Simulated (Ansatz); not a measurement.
C₂H₁₀AlNSi, SMILES `C[SiH](C)[AlH][NH2]` at its PBE0-D4/def2-TZVP geometry, where that method's forces vanish. The species carries charge 0 and has multiplicity 1.

```xyz
15

C     0.9316    0.4743   -1.5235
Si   -0.1299   -0.6948   -0.4918
C     0.9584   -2.0410    0.2574
Al   -1.4193    0.5239    1.2094
N    -1.3262    2.2946    1.2076
H     0.3180    1.2279   -2.0231
H     1.6605    0.9957   -0.8977
H     1.4805   -0.0752   -2.2931
H    -1.0907   -1.3704   -1.4233
H     0.3647   -2.7566    0.8309
H     1.7072   -1.6129    0.9288
H     1.4848   -2.5918   -0.5267
H    -2.3419   -0.1156    2.3387
H    -1.8138    2.9007    1.8482
H    -0.7840    2.8415    0.5581
```

Q: What forces (eV/Å) does B3LYP-D4/def2-TZVPP give on these atoms in Ansatz 0.2.0? (An estimate is asked.)

A: Ansatz gave: 
```
C1   0.062  0.062 -0.061
Si2 -0.182 -0.019 -0.023
C3   0.065 -0.079  0.034
Al4 -0.060 -0.109  0.075
N5   0.005  0.006 -0.007
H6   0.043 -0.028  0.018
H7  -0.028 -0.016 -0.043
H8  -0.015  0.042  0.029
H9   0.055  0.031  0.043
H10  0.041  0.024 -0.023
H11 -0.027 -0.034 -0.028
H12 -0.012  0.013  0.050
H13  0.054  0.038 -0.068
H14  0.007  0.036 -0.005
H15 -0.007  0.034  0.010
```

B3LYP here is the variant with VWN-RPA as its local correlation; programs differ in this.
